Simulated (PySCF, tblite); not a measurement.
Isomers of C7H9O2 (doublet state), one GFN2-xTB conformer each. Single-point energies are computed at B3LYP/pcH-1 (PySCF, gas phase, no added dispersion term), electronic only. GFN2-xTB treats the open shell by occupation alone, and not every SCF solution was tested for stability.

```json
{"SMILES": "C=C[C@@H]1[CH][C@@H]1OC(C)=O", "GFN2-xTB relative energy (kJ/mol)": "167.2"}
{"SMILES": "[H]/[C]=C(/C)[C@@H]1COCC1=O", "GFN2-xTB relative energy (kJ/mol)": "157.2"}
{"SMILES": "C=C(C)[C]1COCC1=O", "GFN2-xTB relative energy (kJ/mol)": "0.0"}
{"SMILES": "CCC(=O)C(=O)[C]1CC1", "GFN2-xTB relative energy (kJ/mol)": "134.7"}
```

Conformers: `[CH2:1]=[CH:2][C@@H:3]1[CH:4][C@@H:5]1[O:6][C:7]([CH3:8])=[O:9]` (doublet state) with C1–C2–C3–C4 -144°, C4–C5–O6–C7 159°, C5–O6–C7–C8 179°; `[H]/[C:1]=[C:2](/[CH3:3])[C@@H:4]1[CH2:5][O:6][CH2:7][C:8]1=[O:9]` (doublet state) with C1–C2–C4–C5 17°, C2–C4–C5–O6 -81°, C4–C5–O6–C7 -35°, C5–O6–C7–C8 24°, O6–C7–C8–O9 175°; `[CH2:1]=[C:2]([CH3:3])[C:4]1[CH2:5][O:6][CH2:7][C:8]1=[O:9]` (doublet state) with C1–C2–C4–C5 180°; `[CH3:1][CH2:2][C:3](=[O:4])[C:5](=[O:6])[C:7]1[CH2:8][CH2:9]1` (doublet state) with C1–C2–C3–O4 1°, C2–C3–C5–O6 19°, C3–C5–C7–C8 6°.

Q: What does B3LYP/pcH-1 give for the same structures?

A: 
```tsv
SMILES	B3LYP/pcH-1 E (Eh)	B3LYP/pcH-1 (kJ/mol)	GFN2-xTB (kJ/mol)	point group
C=C(C)[C]1COCC1=O	-422.57142	0.0	0.0	Cs
CCC(=O)C(=O)[C]1CC1	-422.53659	91.5	134.7	C1
C=C[C@@H]1[CH][C@@H]1OC(C)=O	-422.52220	129.2	167.2	C1
[H]/[C]=C(/C)[C@@H]1COCC1=O	-422.51446	149.5	157.2	C1
```

Both levels put the same isomer lowest; measured from each level's own lowest isomer, the values differ by up to 43.2 kJ/mol (CCC(=O)C(=O)[C]1CC1: 134.7 against 91.5). Neighbours under 21 kJ/mol apart (C=C[C@@H]1[CH][C@@H]1OC(C)=O and [H]/[C]=C(/C)[C@@H]1COCC1=O) can change places with a better method, another conformer or zero-point energy.

Q: What happens when harmonic zero-point energies from GFN2-xTB frequencies are added?

A: 
```json
{"SMILES": "C=C(C)[C]1COCC1=O", "ZPE (kJ/mol)": "369.4", "electronic (kJ/mol)": "0.0", "with ZPE (kJ/mol)": "0.0"}
{"SMILES": "CCC(=O)C(=O)[C]1CC1", "ZPE (kJ/mol)": "367.1", "electronic (kJ/mol)": "91.5", "with ZPE (kJ/mol)": "89.2"}
{"SMILES": "C=C[C@@H]1[CH][C@@H]1OC(C)=O", "ZPE (kJ/mol)": "364.3", "electronic (kJ/mol)": "129.2", "with ZPE (kJ/mol)": "124.2"}
{"SMILES": "[H]/[C]=C(/C)[C@@H]1COCC1=O", "ZPE (kJ/mol)": "368.8", "electronic (kJ/mol)": "149.5", "with ZPE (kJ/mol)": "148.9"}
```

The zero-point energies span 5.1 kJ/mol. The order is unchanged.
